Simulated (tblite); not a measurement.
Species: C7H7O2 (doublet state).
Geometry (GFN2-xTB, Å), atoms numbered from 1 in this order:
```
atom  x, y, z in Å
C1    -2.039    0.924    0.119
C2    -0.644    0.401    0.039
C3     0.426    1.164    0.291
C4     1.798    0.708    0.151
O5     2.750    1.431    0.023
C6     1.989   -0.837    0.227
O7     3.090   -1.241    0.588
C8     0.883   -1.559   -0.194
C9    -0.481   -1.018   -0.384
H10   -2.051    1.970    0.410
H11   -2.611    0.351    0.849
H12   -2.539    0.820   -0.843
H13    0.323    2.212    0.539
H14    1.072   -2.554   -0.574
H15   -0.790   -1.118   -1.434
H16   -1.182   -1.646    0.180
```

Method: GFN2-xTB as coded in tblite; computed harmonic values from a numerical Hessian at the method's own geometry, unscaled. Against measured fundamentals such values can be off by several per cent, at times by over 20. One conformer, not necessarily the lowest. Open shells enter through the occupations alone, without spin polarisation, and single modes of such species can be off by tens of per cent.

Harmonic wavenumbers (cm⁻¹): 49.0, 89.4, 157.2, 174.9, 293.2, 322.0, 344.3, 413.6, 439.3, 481.9, 578.6, 644.1, 679.9, 703.7, 734.1, 812.1, 884.3, 886.6, 1004.7, 1008.6, 1032.2, 1109.1, 1122.1, 1166.0, 1169.7, 1264.5, 1347.5, 1356.2, 1397.3, 1408.0, 1466.3, 1467.1, 1618.2, 1662.6, 1745.6, 2873.1, 2919.7, 3006.2, 3019.9, 3061.0, 3064.6, 3065.6.

A = 3057, B = 1351, C = 974.5 MHz; mass 123.045 u (most abundant isotopes); point group C1, symmetry number 1; spin multiplicity 2.

Q: Zero-point energy?

A: ½Σν̃ = 26022 cm⁻¹ = 311.29 kJ/mol.

Q: Entropy at 273.15 K, 1 bar (ideal gas, RRHO, classical rotation)?

A: Translation 167.06, rotation 119.28, vibration 86.28, spin (R ln 2) 5.76: S = 378.4 J/(mol K).

Q: And Cp and H(273.15 K) − H(0)?

A: Cp = 131.96 J/(mol K), of which vibrations give 98.70 (their classical limit is 42 R = 349.2); H(273.15 K) − H(0) = 22.00 kJ/mol without the zero-point energy, 12.92 from vibrations.

Q: What must be added to the electronic energy to get the Gibbs energy at 273.15 K and 1 bar?

A: ZPE + [H(273.15 K) − H(0)] − T·S = 311.29 + 22.00 − 103.35 = 229.94 kJ/mol.

Q: Which modes carry the vibrational entropy at 273.15 K?

A: 49.0 cm⁻¹: 19.60; 89.4 cm⁻¹: 14.65; 157.2 cm⁻¹: 10.12; 174.9 cm⁻¹: 9.28; 293.2 cm⁻¹: 5.48; 322.0 cm⁻¹: 4.85 J/(mol K); the other 36 give 22.29 together.

Q: Blend soft modes into free rotors: weight 1/[1 + (100 cm⁻¹/ν̃)⁴] for the oscillator and the rest for a rotor with moment μB/(μ + B), μ = h/(8π²ν), B = 10⁻⁴⁴ kg m². What vibrational entropy results?

A: 79.93 J/(mol K) in place of 86.28, which changes −T·S at 273.15 K by +1.73 kJ/mol.

Q: How do the functions run with temperature in this model?

A: 
```json
{"T (K)": "100", "S (J/(mol K))": "284.3", "Cp (J/(mol K))": "66.6", "H − H(0) (kJ/mol)": "4.86", "G − H(0) (kJ/mol)": "-23.57", "ln q(vib)": "1.24"}
{"T (K)": "200", "S (J/(mol K))": "341.8", "Cp (J/(mol K))": "103.9", "H − H(0) (kJ/mol)": "13.37", "G − H(0) (kJ/mol)": "-54.99", "ln q(vib)": "3.19"}
{"T (K)": "300", "S (J/(mol K))": "391.2", "Cp (J/(mol K))": "142.1", "H − H(0) (kJ/mol)": "25.68", "G − H(0) (kJ/mol)": "-91.68", "ln q(vib)": "5.25"}
{"T (K)": "500", "S (J/(mol K))": "480.1", "Cp (J/(mol K))": "208.0", "H − H(0) (kJ/mol)": "61.05", "G − H(0) (kJ/mol)": "-179.01", "ln q(vib)": "9.51"}
{"T (K)": "800", "S (J/(mol K))": "592.7", "Cp (J/(mol K))": "270.0", "H − H(0) (kJ/mol)": "133.65", "G − H(0) (kJ/mol)": "-340.53", "ln q(vib)": "15.76"}
{"T (K)": "1000", "S (J/(mol K))": "655.9", "Cp (J/(mol K))": "295.9", "H − H(0) (kJ/mol)": "190.39", "G − H(0) (kJ/mol)": "-465.53", "ln q(vib)": "19.67"}
```

q(vib) and H(0) count from the zero-point level.

Hindered rotation and anharmonicity are outside this model. Other conformers, if any are populated, would add a mixing term that is left out. The structure is chiral; the term R ln 2 for an equal mix with its mirror image is left out.
